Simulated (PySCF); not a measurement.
The vertical singlet excitations below were computed for one of the candidates. Level of theory: TDDFT B3LYP/def2-SVPD, vertical, gas phase, core orbitals frozen in the response in PySCF. Geometries: GFN2-xTB, one conformer each.

```tsv
state	λ (nm)	f
S1	311.4	0.028
S2	278.3	0.020
S3	222.6	0.0034
S4	215.0	0.0083
S5	206.0	0.011
S6	202.6	0.0045
S7	199.5	0.0039
S8	196.5	0.0032
```

Triplets computed (Tamm–Dancoff): 2.53, 4.10, 4.86 eV.

Task: Which candidate is it? All have the formula C4H9NSi2.
A. `[SiH3]N[SiH]1C=CC=C1`
B. `C([SiH]1C[SiH2]C1)C#N`
C. `C[Si@H]1C[Si@H](C#N)C1`

Result: A. Its S1, at 3.98 eV, is the lowest among the candidates; the nearest of the others has S1 at 6.02 eV. S1 is HOMO→LUMO (91%). Löwdin shares by element: HOMO carbon 84% (atoms not listed hold the other 16%); LUMO carbon 73% (atoms not listed hold the other 27%). At the same level the other candidates give, for their lowest levels:
- `N#CC[SiH]1C[SiH2]C1`: 196 nm (f 0.002); 179 nm (f 0.001); 177 nm (f 0.015); 177 nm (f 0.002); 172 nm (f 0.127); T1 6.09 eV; HOMO -7.92, LUMO -0.53 eV
- `C[Si@H]1C[Si@H](C#N)C1`: 206 nm (f 0.001); 189 nm (f 0.043); 188 nm (f 0.030); 182 nm (f 0.003); 180 nm (f 0.201); T1 5.73 eV; HOMO -8.07, LUMO -1.00 eV

The values belong to the conformer `[SiH3:1][NH:2][SiH:3]1[CH:4]=[CH:5][CH:6]=[CH:7]1`: Si1–N2–Si3–C4 -172°.
